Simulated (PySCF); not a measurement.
Compound: C2H10NSi4 (doublet state).
Atom-mapped SMILES: `[SiH3:1][C:2]#[C:3][SiH:4][N:5]([SiH3:6])[SiH3:7]` (hydrogens: H8, H9, H10 on Si1; H11 on Si4; H12, H13, H14 on Si6; H15, H16, H17 on Si7)

Geometry (GFN2-xTB, Å), atoms numbered from 1 in this order:
```xyz
17
C2H10NSi4 angstrom
Si     4.0946   -0.1271    0.7245
C      2.4156   -0.0276   -0.0222
C      1.2923   -0.0401   -0.5033
Si    -0.3468    0.2504   -1.2345
N     -1.6945    0.1713   -0.1255
Si    -2.4953   -1.3386    0.2110
Si    -1.9643    1.5405    0.9208
H      4.1084   -1.1787    1.7492
H      4.4400    1.1592    1.3415
H      5.0459   -0.4467   -0.3447
H     -0.6676   -0.4652   -2.4641
H     -3.9247   -1.0560    0.3206
H     -2.2175   -2.2218   -0.9206
H     -1.9765   -1.9243    1.4483
H     -1.1134    1.4603    2.1102
H     -1.6286    2.7182    0.1208
H     -3.3746    1.5382    1.3075
```

The hyperfine couplings belong to this conformer and change with its torsions.

Computed with UKS B3LYP, pcH-1 on C H N Si, non-relativistic, mean-field spin-orbit, GIAO (PySCF). The structure is a single GFN2-xTB conformer in the gas phase; no vibrational or solvent corrections. Couplings are sensitive to structure, and on GFN2-xTB geometries they can be far from those on DFT ones, by a factor of two or more for some ions and for spin on atoms past the first row. Stability of the SCF solution: not tested.

Q: Match the computed a_iso(29Si) values -511.8, -37.3, -23.6, +9.2 MHz with the sites Si1; Si4; Si6; Si7.

A: 
| site | a_iso (MHz) | ρ(0) (bohr⁻³) | position | distance from Si4 (Å) | spin population | largest \|T\| (MHz) |
| --- | --- | --- | --- | --- | --- | --- |
| Si1 | +9.2 | -0.0104 | 3 bonds from Si4 | 4.87 | -0.01 | 0.6 |
| Si4 | -511.8 | +0.5771 | largest spin population | 0.00 | +0.87 | 156.7 |
| Si6 | -37.3 | +0.0421 | 2 bonds from Si4 | 3.04 | +0.01 | 5.0 |
| Si7 | -23.6 | +0.0266 | 2 bonds from Si4 | 2.99 | 0.00 | 2.5 |

Q: Match the computed a_iso(13C) values +31.1, +17.3 MHz with the sites C2; C3.

A: 
| site | a_iso (MHz) | ρ(0) (bohr⁻³) | position | distance from Si4 (Å) | spin population | largest \|T\| (MHz) |
| --- | --- | --- | --- | --- | --- | --- |
| C2 | +17.3 | +0.0155 | 2 bonds from Si4 | 3.03 | +0.21 | 29.7 |
| C3 | +31.1 | +0.0276 | 1 bond from Si4 | 1.82 | -0.11 | 12.5 |

Q: The isotropic 1H couplings, averaged over equivalent nuclei, are +37.9, +8.9, +6.4, +2.3 MHz. Assign them to H8/H9/H10; H11; H12/H13/H14; H15/H16/H17.

A: 
```
       site  a_iso (MHz)  ρ(0) (bohr⁻³)          position  distance from Si4 (Å)  bound to  spin population there  largest |T| (MHz)
  H8/H9/H10         +8.9        +0.0020  4 bonds from Si4                   5.52       Si1                  -0.01                1.6
        H11        +37.9        +0.0085   1 bond from Si4                   1.46       Si4                  +0.87                8.7
H12/H13/H14         +6.4        +0.0014  3 bonds from Si4                   3.68       Si6                  +0.01                2.0
H15/H16/H17         +2.3        +0.0005  3 bonds from Si4                   3.63       Si7                   0.00                3.3
```

ρ(0) is the spin density at the nucleus and T the dipolar tensor; a_iso includes a spin–orbit part; entries for several nuclei are means. The Mulliken spin populations are largest on Si4 (+0.87), C2 (+0.21) and C3 (-0.11). The positive populations add up to 1.13 and the negative ones to -0.13, together 2S = 1. The angles at Si4 add up to 343.1°, so it is pyramidal.

Means are taken over nuclei equivalent by connectivity, which assumes that they swap fast. Si6 and Si7, with what hangs on them, aren't averaged: N5 is flat or nearly so (angle sum 358°), and its turn about the short N5–Si4 bond (1.75 Å) is taken as slow. The three 1H nuclei of mean +8.9 MHz run from 0.2 to 14.8 MHz in the frozen geometry. The three 1H nuclei of mean +2.3 MHz run from -0.1 to 6.3 MHz in the frozen geometry.

Hardware: one thread, Arm Neoverse N1 (aarch64), on a shared host. Cost: 4.2 min (with the writing of density and orbital grids), 1.1 GiB resident at most.
